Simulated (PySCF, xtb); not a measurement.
CF, SMILES [C]F (connectivity only; charge and spin as stated), neutral, multiplicity 2.

Geometry: PBE0-D3(BJ)/def2-TZVPD.

Level of theory: PySCF with IEF-PCM-M06-2X/def2-TZVPD.

The values are the electrostatic part of the solvation free energy, E(continuum) − E(gas) at the gas-phase geometry, in a cavity of scaled van der Waals radii (PySCF's table); cavitation and dispersion terms are not included. The dipole moment in vacuum is 0.68 D.

```tsv
solvent	ε	ΔG(elec) (kcal/mol)	dipole (D)
water	78.36	-0.9	0.81
ethanol	24.85	-0.9	0.81
dimethylsulfoxide	46.83	-0.9	0.81
```

For comparison, GFN2-xTB/ALPB(water) (xtb, at the GFN2-xTB geometry, all terms of that model) gives 0.9 kcal/mol.
